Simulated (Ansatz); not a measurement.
The same atomization along the group B, Al, Ga, In.

Computed with Ansatz on PBE0-D4/def2-TZVP structures; ΔE is electronic, products minus reactants. CCSD(T)/CBS is the MP2 limit (def2-TZVPP, def2-QZVPP) plus CCSD(T) − MP2 in def2-TZVPP, frozen cores. This one scheme is used for every species, atoms too. Functionals use def2-TZVPP. No spin–orbit coupling; open shells (•) take unrestricted orbitals. Spin–orbit coupling would lower the free atoms: a little for Al, B; clearly for Br, Ga; strongly for In. def2 core potentials past Kr. For Br, Ga, In outer-core shells are correlated without core-valence functions, so the limit isn't a true one: a few kJ/mol of doubt a bond, and 10 to 20 or more in all where bonds break to atoms. Scalar relativity is left out up to krypton.

```csv
reaction,CCSD(T)/CBS(def2) (kcal/mol)
`BBr` → Br• + B• + 2 H•,?
`[AlH2][Br]` → Br• + Al• + 2 H•,237.2
`[GaH2][Br]` → Br• + Ga• + 2 H•,215.5
`[Br][InH2]` → Br• + In• + 2 H•,194.2
```

Question: Fill in the missing values. (Estimate.)

Answer: The calculation gave: `BBr` → Br• + B• + 2 H•: +284.6 kcal/mol.

Largest T1 diagnostic: 0.018, for Al•.

For atomizations the MP2-based limit and the directly extrapolated one differ by several kJ/mol either way, and by 10 to 25 for some Ge, Se and Sn compounds, so smaller differences from it don't rank the levels.
